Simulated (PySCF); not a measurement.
## Two-component Hartree-Fock for Xe (xenon, neutral)

Start: [Xe]. Calculated with PySCF 2.14 in x2c-TZVPall-2c (8s9p5d2f, 74 functions): generalised Hartree-Fock with the X2C-1e Hamiltonian and a Gaussian nucleus; one run each with spin-orbit coupling (SO) switched off, then screened by Boettger's factors.

```csv
spinor shell,electrons,"ε, spin-free (eV)","ε, screened SO (eV)",weight of nominal j (screened SO),"rms radius, screened SO (bohr)"
1s1/2,2,-34727.6,-34723.5,1.000,0.0305
2s1/2,2,-5506.6,-5505.5,1.000,0.124
2p1/2,2,-4934.1,-5160.1,1.000,0.107
3s1/2,2,-1170.0,-1169.6,1.000,0.326
3p1/2,2,-980.70,-1024.8,1.000,0.318
3p3/2,4,-980.70,-960.73,1.000,0.330
3d3/2,4,-700.34,-708.11,1.000,0.302
3d5/2,6,-700.34,-694.82,1.000,0.305
4s1/2,2,-229.36,-229.26,1.000,0.762
4p1/2,2,-166.81,-175.65,1.000,0.797
4p3/2,4,-166.81,-162.75,1.000,0.825
4d3/2,4,-72.623,-73.845,1.000,0.939
4d5/2,6,-72.623,-71.712,1.000,0.950
5s1/2,2,-27.526,-27.507,1.000,2.02
5p1/2,2,-12.433,-13.423,1.000,2.41
5p3/2,4,-12.433,-11.979,1.000,2.53
```

(1) Where does 2p3/2 lie, and what is the 2p spin-orbit splitting (screened SO)?

```
   quantity    spin-free  screened SO
E (hartree)  -7442.33866  -7444.74969
        M_J            0            0
       ⟨J²⟩        0.000        0.000
       ⟨L²⟩        0.000        0.034
       ⟨S²⟩        0.000        0.034
```

Breit and QED terms are absent; they matter most for the inner s and p1/2 levels.

Densities and radii are taken from the X2C orbitals without a picture-change correction, which distorts them close to the nucleus.

Without spin-orbit coupling the j labels of p, d and f shells carry no meaning; the spin-free column gives the mean over the occupied spinors of each nl shell.

## Answers

(1) At -4832.6 eV, 327.45 eV above 2p1/2.
